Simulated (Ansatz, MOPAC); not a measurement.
Molecule: AsH5 (charge 0, singlet). SMILES: [AsH5]

Atoms: As1, H2, H3, H4, H5, H6. Bonds: As1-H2, As1-H3, As1-H4, As1-H5, As1-H6.

Bond lengths (Å) and angles (degrees) optimised at AM1 with MOPAC; PM7 with MOPAC; PBE/6-31G* with LANL2DZ past Ar with Ansatz (a first-principles code); B3LYP/LANL2DZ with Ansatz, each started from the B3LYP-D3(BJ)/def2-TZVP structure (Ansatz) of the last column. A row stands for all coordinates that are equal there. 6-31G* holds six Cartesian d functions. No wavenumbers were computed at PBE/6-31G* with LANL2DZ past Ar, B3LYP/LANL2DZ, so these may be saddle points.

```json
[
 {"coordinate": "As1-H2", "AM1": "1.449", "PM7": "1.477", "PBE/6-31G* with LANL2DZ past Ar": "1.634", "B3LYP/LANL2DZ": "1.614", "B3LYP-D3(BJ)/def2-TZVP": "1.605"},
 {"coordinate": "As1-H4", "AM1": "1.436", "PM7": "1.499", "PBE/6-31G* with LANL2DZ past Ar": "1.562", "B3LYP/LANL2DZ": "1.545", "B3LYP-D3(BJ)/def2-TZVP": "1.532"},
 {"coordinate": "H2-As1-H3", "AM1": "180.0", "PM7": "180.0", "PBE/6-31G* with LANL2DZ past Ar": "180.0", "B3LYP/LANL2DZ": "180.0", "B3LYP-D3(BJ)/def2-TZVP": "180.0"},
 {"coordinate": "H2-As1-H4", "AM1": "90.0", "PM7": "90.0", "PBE/6-31G* with LANL2DZ past Ar": "90.0", "B3LYP/LANL2DZ": "90.0", "B3LYP-D3(BJ)/def2-TZVP": "90.0"},
 {"coordinate": "H4-As1-H5", "AM1": "120.0", "PM7": "120.0", "PBE/6-31G* with LANL2DZ past Ar": "120.0", "B3LYP/LANL2DZ": "120.0", "B3LYP-D3(BJ)/def2-TZVP": "120.0"}
]
```

Mean signed difference of all 5 bond lengths from B3LYP-D3(BJ)/def2-TZVP: AM1 -0.120 Å, PM7 -0.071 Å, PBE/6-31G* with LANL2DZ past Ar 0.030 Å, B3LYP/LANL2DZ 0.012 Å.
